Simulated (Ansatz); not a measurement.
Geometry optimisation, RKS B3LYP-D4/def2-SVP (Ansatz).

Input file:

```yaml
crystal:
  periodic: [false, false, false]
  atoms:
    - { symbol: O, position_ang: [-0.4119, 0.7607, -1.0633] }
    - { symbol: C, position_ang: [-0.0338, 0.4777, 0.2158] }
    - { symbol: B, position_ang: [1.0129, -0.6411, 0.2321] }
    - { symbol: "N", position_ang: [-0.3956, -0.7974, 0.6386] }
    - { symbol: H, position_ang: [-1.3324, 1.2507, -0.9714] }
    - { symbol: H, position_ang: [-0.0261, 1.2777, 1.0051] }
    - { symbol: H, position_ang: [-0.37873, -1.29328, 1.55261] }
    - { symbol: H, position_ang: [-0.8729, -1.3132, -0.1559] }
basis:
  gaussian: { orbitals: def2-SVP }
hamiltonian:
  xc: b3lyp
  dispersion: d4
relax:
  f_tol: 0.02
  max_steps: 50
```

Run as:

```bash
$ ansatz run input.yaml --threads 1 --pin off --max-ram 2048MiB --backend cpu --events-out ev --progress --plain --runs-dir out
```

Task: Where does it end, and by what steps?

Result: The run converged. After 12 steps the energy has fallen by 1.116 eV; H7 moved furthest, 0.74 Å. Parted: B3–N4 (1.47 → 2.02 Å).

```csv
step,energy less start (eV),largest force component (eV/Å),accepted
0,0.0000,4.871,yes
1,-0.6978,2.414,yes
2,-0.9926,0.582,yes
3,-1.0270,0.480,yes
4,-1.0743,0.312,yes
5,-1.0849,0.276,yes
6,-1.1028,0.215,yes
7,-1.1109,0.099,yes
8,-1.1141,0.163,yes
9,-1.1036,0.485,no
10,-1.1139,0.130,no
11,-1.1157,0.048,yes
12,-1.1158,0.017,yes
```

```xyz
8
Properties=species:S:1:pos:R:3
O -0.540 0.884 -1.015
C 0.070 0.358 0.117
B 1.437 -0.431 0.056
N -0.435 -0.902 0.649
H -1.393 1.270 -0.768
H 0.139 1.062 0.973
H -1.017 -0.919 1.482
H -0.700 -1.601 -0.041
```

Whether the end is a true minimum wasn't checked by a vibrational analysis.

Time of the run: 38 s on 1 thread of Arm Neoverse V1 (shared host), peak memory 0.14 GiB.
